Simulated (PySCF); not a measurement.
HP, SMILES [PH], multiplicity 3.

Geometry optimised at PBE0-D3(BJ)/def2-TZVPD.

Level of theory: PySCF with SMD-PBE0/def2-SVP.

Solvation free energies are E(SMD) − E(gas) at the gas-phase geometry, for 1 M in both phases. In vacuum the dipole moment is 0.66 D.

Computed solvation free energies in water, acetone, 2-propanol:
```json
[
 {"solvent": "water", "ΔG(solv) (kcal/mol)": "0.2", "its non-electrostatic (CDS) part": "0.7", "dipole (D)": "0.94"},
 {"solvent": "acetone", "ΔG(solv) (kcal/mol)": "0.3", "its non-electrostatic (CDS) part": "0.8", "dipole (D)": "0.92"},
 {"solvent": "2-propanol", "ΔG(solv) (kcal/mol)": "0.2", "its non-electrostatic (CDS) part": "0.7", "dipole (D)": "0.92"}
]
```
